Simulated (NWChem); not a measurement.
Molecule: C₂H₆BCl; SMILES CB(C)Cl

```xyz
10

B      0.0016    -0.3937    -0.0545
Cl     0.0429     1.3653    -0.2907
C      1.3623    -1.1552     0.0643
H      1.6281    -1.4893    -0.9573
H      1.2838    -2.0688     0.6737
H      2.1951    -0.5342     0.4225
C     -1.3934    -1.0961     0.0232
H     -1.3608    -2.1407    -0.3229
H     -2.1988    -0.5540    -0.4915
H     -1.6681    -1.1361     1.0951
```
Atoms are numbered in this order, from 1.

Level: PBE0/def2-SVP (NWChem), optimised geometry, unscaled harmonic frequencies. 

```json
[
 {"frequency (cm⁻¹)": "67", "IR intensity (km/mol)": "0.4"},
 {"frequency (cm⁻¹)": "113", "IR intensity (km/mol)": "0.7"},
 {"frequency (cm⁻¹)": "296", "IR intensity (km/mol)": "0.0"},
 {"frequency (cm⁻¹)": "306", "IR intensity (km/mol)": "2.0"},
 {"frequency (cm⁻¹)": "360", "IR intensity (km/mol)": "0.4"},
 {"frequency (cm⁻¹)": "590", "IR intensity (km/mol)": "14.5"},
 {"frequency (cm⁻¹)": "680", "IR intensity (km/mol)": "9.6"},
 {"frequency (cm⁻¹)": "825", "IR intensity (km/mol)": "0.7"},
 {"frequency (cm⁻¹)": "840", "IR intensity (km/mol)": "12.6"},
 {"frequency (cm⁻¹)": "894", "IR intensity (km/mol)": "34.2"},
 {"frequency (cm⁻¹)": "1100", "IR intensity (km/mol)": "206.1"},
 {"frequency (cm⁻¹)": "1154", "IR intensity (km/mol)": "37.7"},
 {"frequency (cm⁻¹)": "1308", "IR intensity (km/mol)": "59.1"},
 {"frequency (cm⁻¹)": "1338", "IR intensity (km/mol)": "159.3"},
 {"frequency (cm⁻¹)": "1414", "IR intensity (km/mol)": "0.5"},
 {"frequency (cm⁻¹)": "1414", "IR intensity (km/mol)": "0.2"},
 {"frequency (cm⁻¹)": "1437", "IR intensity (km/mol)": "1.0"},
 {"frequency (cm⁻¹)": "1441", "IR intensity (km/mol)": "14.9"},
 {"frequency (cm⁻¹)": "3039", "IR intensity (km/mol)": "0.7"},
 {"frequency (cm⁻¹)": "3041", "IR intensity (km/mol)": "0.0"},
 {"frequency (cm⁻¹)": "3127", "IR intensity (km/mol)": "5.5"},
 {"frequency (cm⁻¹)": "3128", "IR intensity (km/mol)": "6.6"},
 {"frequency (cm⁻¹)": "3178", "IR intensity (km/mol)": "4.0"},
 {"frequency (cm⁻¹)": "3179", "IR intensity (km/mol)": "6.7"}
]
```

```
Item                                                                               Result
-----------------------------------------------------------------------  ----------------
zero-point energy                                                           49.0 kcal/mol
thermal correction to the enthalpy at 298.15 K (with zero-point energy)     53.4 kcal/mol
heat capacity Cv                                                         19.6 cal/(mol K)
entropy at 298.15 K and 1 atm (symmetry number 2)                        76.1 cal/(mol K)
dipole moment                                                                      1.52 D
```

Rigid rotor and harmonic oscillator; modes under 100 cm⁻¹ make the entropy uncertain.
